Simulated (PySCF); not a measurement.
How the method changes the constants of BiF⁻

State: ²Π (doublet), unpaired electrons π ↑. Set-up: PySCF, scalar-relativistic core potentials, basis sets Bi aug-cc-pVDZ-PP with ECP60, F aug-cc-pVDZ. De refers to Bi + F⁻ in their high-spin ground configurations, without counterpoise correction. The functionals are run spin-unrestricted. A positive dipole points towards F; it is taken about the centre of mass and depends on that origin. Levels whose curve was spin-contaminated or gave no clean fit are not listed.

```json
{"Level": "UHF", "Re (Å)": "2.127", "ωe (cm⁻¹)": "451", "De (eV)": "n/a", "μ (D)": "-3.21"}
{"Level": "UHF-MP2", "Re (Å)": "2.141", "ωe (cm⁻¹)": "447", "De (eV)": "1.13", "μ (D)": "n/a"}
{"Level": "UHF-SCS-MP2", "Re (Å)": "2.147", "ωe (cm⁻¹)": "441", "De (eV)": "1.17", "μ (D)": "n/a"}
{"Level": "PBE", "Re (Å)": "2.169", "ωe (cm⁻¹)": "421", "De (eV)": "1.70", "μ (D)": "-2.74"}
{"Level": "PW91", "Re (Å)": "2.167", "ωe (cm⁻¹)": "423", "De (eV)": "1.72", "μ (D)": "-2.76"}
{"Level": "r²SCAN", "Re (Å)": "2.144", "ωe (cm⁻¹)": "441", "De (eV)": "1.59", "μ (D)": "-2.70"}
{"Level": "PBE0", "Re (Å)": "2.141", "ωe (cm⁻¹)": "444", "De (eV)": "1.57", "μ (D)": "-2.85"}
{"Level": "HSE06", "Re (Å)": "2.143", "ωe (cm⁻¹)": "444", "De (eV)": "1.66", "μ (D)": "-2.84"}
{"Level": "B2PLYP", "Re (Å)": "2.155", "ωe (cm⁻¹)": "433", "De (eV)": "1.53", "μ (D)": "-3.22"}
```

**Question.** What does a quarter of exact exchange do here, going from PBE to PBE0?

**Answer.** PBE0 less PBE: -2.8 pm in Re, +5.5 % in ωe, -0.13 eV in De. Exact exchange removes part of the self-interaction that spreads semilocal densities, and in most molecules shortens and stiffens the bond and lowers De; so it does here.

**Question.** What does the step from GGA to meta-GGA do here, going from PBE to r²SCAN?

**Answer.** r²SCAN less PBE: -2.5 pm in Re, +4.8 % in ωe, -0.11 eV in De. 

**Question.** What does second-order correlation do here, going from UHF to UHF-MP2?

**Answer.** UHF-MP2 less UHF: +1.4 pm in Re, -0.9 % in ωe. Correlation nearly always deepens the well. The bond lengthens, as in strong covalent bonds, where excitations into antibonding orbitals dominate.

Correlated steps freeze 5 core orbitals. Correlated levels converge slowly with the basis: in double zeta they bind strong bonds too weakly, by up to about 1 eV, and carry superposition errors of some tenths. Spin–orbit coupling is left out, which matters for elements this heavy, above all for dissociation energies. For an ion De counts to the pair picked by the measured ionisation energies or electron affinities, which need not be the lowest pair at this level. The highest Kohn–Sham level is positive in this anion. Much of that is self-interaction error, but it also means that the finite basis helps to hold the extra electron. B2PLYP dipoles, levels and charges come from its SCF part alone. The state was picked by a PBE0 search and need not be the measured ground state.
